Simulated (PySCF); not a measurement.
**`C#C[Si@H](CCl)P[SiH3]`, C3H8ClPSi2**

Molfile (atoms numbered from 1):
```
C3H8ClPSi2
     RDKit          3D

 15 14  0  0  0  0  0  0  0  0999 V2000
   -3.1746   -1.5065   -1.0331 C   0  0  0  0  0  0  0  0  0  0  0  0
   -2.2115   -1.0567   -0.4703 C   0  0  0  0  0  0  0  0  0  0  0  0
   -0.6829   -0.3664    0.3132 Si  0  0  2  0  0  4  0  0  0  0  0  0
   -0.9839    1.5001    0.6657 C   0  0  0  0  0  0  0  0  0  0  0  0
   -0.1371    2.4780   -0.5601 Cl  0  0  0  0  0  0  0  0  0  0  0  0
    0.9714   -0.4075   -1.1833 P   0  0  0  0  0  0  0  0  0  0  0  0
    2.7635    0.0550    0.0718 Si  0  0  0  0  0  4  0  0  0  0  0  0
   -4.0265   -1.8959   -1.5133 H   0  0  0  0  0  0  0  0  0  0  0  0
   -0.4966   -1.0501    1.6047 H   0  0  0  0  0  0  0  0  0  0  0  0
   -0.5981    1.8059    1.6345 H   0  0  0  0  0  0  0  0  0  0  0  0
   -2.0363    1.7647    0.6134 H   0  0  0  0  0  0  0  0  0  0  0  0
    1.1316   -1.7827   -1.1291 H   0  0  0  0  0  0  0  0  0  0  0  0
    3.9206   -0.4417   -0.6728 H   0  0  0  0  0  0  0  0  0  0  0  0
    2.8326    1.5026    0.2464 H   0  0  0  0  0  0  0  0  0  0  0  0
    2.7233   -0.5908    1.3904 H   0  0  0  0  0  0  0  0  0  0  0  0
  1  2  3  0
  2  3  1  0
  3  4  1  0
  4  5  1  0
  3  6  1  0
  6  7  1  0
  1  8  1  0
  3  9  1  1
  4 10  1  0
  4 11  1  0
  6 12  1  0
  7 13  1  0
  7 14  1  0
  7 15  1  0
M  END
```

Level of theory: PySCF 2.14.0, TDDFT PBE0/def2-SVPD circular dichroism and optical rotation, one conformer, gas phase. Geometry: GFN2-xTB.

The molecule is flexible and this is one conformer; a measurement averages over conformers.

Draw the ECD and absorption spectra from the lowest 8 states, each a Gaussian of half-width 0.35 eV at 1/e height.


| E (eV) | λ (nm) | Δε (L mol⁻¹ cm⁻¹) | ε (L mol⁻¹ cm⁻¹) |
| --- | --- | --- | --- |
| 4.77 | 260 | +0.28 | 152 |
| 4.92 | 252 | +0.80 | 431 |
| 5.07 | 245 | +1.59 | 848 |
| 5.22 | 238 | +2.21 | 1170 |
| 5.37 | 231 | +2.20 | 1200 |
| 5.52 | 225 | +1.67 | 1120 |
| 5.67 | 219 | +1.34 | 1440 |
| 5.82 | 213 | +2.43 | 2440 |
| 5.97 | 208 | +6.11 | 3850 |
| 6.12 | 203 | +11.85 | 4960 |
| 6.27 | 198 | +16.66 | 5090 |

Δε uses R in velocity form, ε uses f in length form. Only the states computed contribute, so the short-wavelength end is incomplete.
